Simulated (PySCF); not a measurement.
Screening by computed properties: pick the candidate that meets the target.

Species are written as SMILES; each is one conformer at its optimised geometry, gas phase, non-relativistic unless stated. Electronic properties by PySCF.

The conformers computed, where there is a choice (atom-mapped SMILES and torsion angles):
- `[F:1][CH:2]([F:3])[CH:4]1[SiH2:5][CH2:6][SiH2:7]1`: F1–C2–C4–Si5 51°
- `[BH3-:1][P+:2]1([C:3]([CH3:4])([CH3:5])[CH3:6])[CH:7]=[CH:8]1`: B1–P2–C3–C4 65°

The conformers of `[BH3-][P@H+]1CCC(C)=C1C` aren't listed.

(1) Wanted: lowest triplet excitation (Tamm–Dancoff) above 4.2 eV (TDA CAM-B3LYP/def2-SVPD) and HOMO–LUMO gap above 9.1 eV (CAM-B3LYP/def2-SVPD), at PBE0-D3(BJ)/def2-SVP geometries. Which candidate meets both?
A. `[BH3-][P+]1(C(C)(C)C)C=C1`
B. `[BH3-][P@H+]1CCC(C)=C1C`
C. `C[CH2][Ti]([CH3])([CH3])[CH3]`
D. `[SiH2]1C[SiH2]C1C(F)F`

(2) Wanted: lowest singlet excitation below 6 eV (TDDFT CAM-B3LYP/def2-SVPD) and static isotropic polarisability above 110 au (CAM-B3LYP/def2-SVPD), at PBE0-D3(BJ)/def2-SVP geometries. Which candidate meets both?
A. `[BH3-][P+]1(C(C)(C)C)C=C1`
B. `C[CH2][Ti]([CH3])([CH3])[CH3]`
C. `[SiH2]1C[SiH2]C1C(F)F`
D. `[BH3-][P@H+]1CCC(C)=C1C`

Answers

(1) D. Computed values:
| species | lowest triplet excitation (Tamm–Dancoff) | HOMO–LUMO gap |
| --- | --- | --- |
| C[CH2][Ti]([CH3])([CH3])[CH3] | 3.30 eV | 8.39 eV |
| [BH3-][P@H+]1CCC(C)=C1C | 4.06 eV | 9.21 eV |
| [BH3-][P+]1(C(C)(C)C)C=C1 | 4.33 eV | 8.98 eV |
| [SiH2]1C[SiH2]C1C(F)F | 6.42 eV | 10.01 eV |

(2) A. Computed values:
| species | lowest singlet excitation | static isotropic polarisability |
| --- | --- | --- |
| C[CH2][Ti]([CH3])([CH3])[CH3] | 3.63 eV | 108.4 au |
| [BH3-][P+]1(C(C)(C)C)C=C1 | 5.70 eV | 111.0 au |
| [BH3-][P@H+]1CCC(C)=C1C | 6.37 eV | 114.2 au |
| [SiH2]1C[SiH2]C1C(F)F | 6.66 eV | 87.4 au |
